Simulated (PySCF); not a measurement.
# SnOI₂, singlet: computed properties

These are results of PySCF, PBE0, basis Sn def2-SVP with ECP28, O def2-SVP, I def2-SVP with ECP28 (scalar-relativistic core potentials, no spin–orbit coupling, density fitting), not measurements.

The structure is a minimum.

Coordinates in bohr (charge 0 multiplicity 1):
```
Sn    0.0000    0.0000    1.8077
O     0.0000    0.0000    5.2837
I     4.0627    0.0000   -1.1925
I    -4.0627    0.0000   -1.1925
```

```
Point group                                                                   : C2v
Bond lengths                                                                  : Sn–I 2.673 Å (×2), Sn–O 1.839 Å
Bond angles                                                                   : I–Sn–I 107.1°, I–Sn–O 126.4° (×2)
Principal polarisabilities                                                    : 51.6, 94.1, 133.2 bohr³
Principal quadrupole moments (Buckingham, traceless) about the centre of mass : -15.21, 7.37, 7.85 D Å
Heat capacity Cp at 298.15 K                                                  : 75.6 J/(mol K)
Rotational symmetry number                                                    : 2
Dipole moment                                                                 : 3.17 D
Lowest empty level                                                            : -3.78 eV
Enthalpy at 298.15 K above 0 K                                                : 18.83 kJ/mol
Rotational constants                                                          : 0.0502, 0.01437, 0.01117 cm⁻¹
Atomisation energy without zero-point energy                                  : 790 kJ/mol
Zero-point energy                                                             : 9.2 kJ/mol
Entropy at 298.15 K and 1 bar                                                 : 373.6 J/(mol K)
Highest occupied level                                                        : -7.97 eV
```

Harmonic modes (masses in u: Sn 119.902, O 15.995, I 126.904):
```tsv
symmetry	ω (cm⁻¹)	IR (km/mol)	μ (u)	type
a1	56	0.3	105.13	bend
b1	106	16.5	24.95	bend
b2	132	29.4	18.09	bend
a1	191	5.1	91.86	stretch
b2	222	63.4	115.93	mixed
a1	825	33.6	17.87	stretch
```

In C2v the vibrations span 3a1 + b1 + 2b2. Here b1 is antisymmetric to the molecular plane and b2 lies in it.

Charges (e):
```json
{"atom": "Sn1", "Mulliken": "0.75", "Löwdin": "0.38", "polar tensor": "1.42", "Mayer order to Sn1": "–"}
{"atom": "O2", "Mulliken": "-0.49", "Löwdin": "-0.42", "polar tensor": "-0.62", "Mayer order to Sn1": "1.86"}
{"atom": "I3,4", "Mulliken": "-0.13", "Löwdin": "0.02", "polar tensor": "-0.40", "Mayer order to Sn1": "0.98"}
```

Mulliken populations on Sn1 (electrons outside its core potential): s 3.31, p 7.65, d 10.29.

Outer orbital energies (eV). occupied: -10.28, -9.79, -9.17, -8.56, -8.47, -8.27, -8.15, -7.97; empty: -3.78, -2.62, 0.04, 0.83.

Counting electrons, tin keeps none of its valence electrons outside its bonds, so the VSEPR class is AX3 and the expected shape is trigonal planar; with unlike ligands the computed point group is C2v.

This need not be the most stable arrangement of these atoms.

The final relaxation and frequency run took roughly 2.6 core-minutes on a shared host.
